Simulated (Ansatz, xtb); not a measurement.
Ligand exchange: BH(CH3)Cl + GeH3(SH) → BH(CH3)(SH) + GeH3Cl

Species: BH(CH3)Cl, singlet; GeH3(SH), singlet; BH(CH3)(SH), singlet; GeH3Cl (chlorogermane) `[Cl][GeH3]`, singlet. The partners trade Cl for SH: B–Cl and Ge–SH bonds give way to B–SH and Ge–Cl.

Shapes, held fixed at every level: PBE0-D4/def2-TZVP. Flexible molecules stand in one conformer, not always the lowest. Programs: Ansatz 0.2.0, xtb 6.7.1, xtb 6.7.1 later snapshot. The zero-point and thermal change to 298 K, harmonic and unscaled (PBE0-D4/def2-TZVP), is +2.1 kJ/mol.

Question: Estimate ΔH(298 K) of this reaction.

Answer: The highest level, CCSD(T)/def2-TZVPP, gives ΔH(298 K) = -19.8 kJ/mol; the levels span -21.2 to +89.2. They disagree on the sign: 1 of 9 are positive. GFN0-xTB strays far from the other rows. The column of differences is taken from that level and isn't an error. No measured value is set beside it here. Relativity is left out for Ge. Outer-core shells of Ge are correlated, in sets that cover them unevenly. Times are processor times on shared x86 and Arm servers, and rough.

```csv
level,kind,ΔH(298 K) (kJ/mol),less CCSD(T)/def2-TZVPP,CPU time (sum over the molecules)
GFN0-xTB,semi-empirical,+89.2,+109.0,0.11 s
PBE0-D4/def2-TZVPP,global hybrid,-20.9,-1.1,13 s
r2SCAN0-D4/def2-TZVPP,global hybrid,-21.2,-1.4,23 s
wB97M-V/def2-TZVPP,range-separated hybrid,-20.3,-0.5,50 s
B2PLYP/def2-TZVPP,double hybrid,-21.0,-1.2,21 s
MP2/def2-TZVPP,perturbation theory,-19.6,+0.2,–
CCSD(T)/def2-SVP,coupled cluster or CI,-20.0,-0.2,8.4 s
CCSD/def2-TZVPP,coupled cluster or CI,-19.7,+0.1,–
CCSD(T)/def2-TZVPP,coupled cluster or CI,-19.8,0.0,1.8 min
```
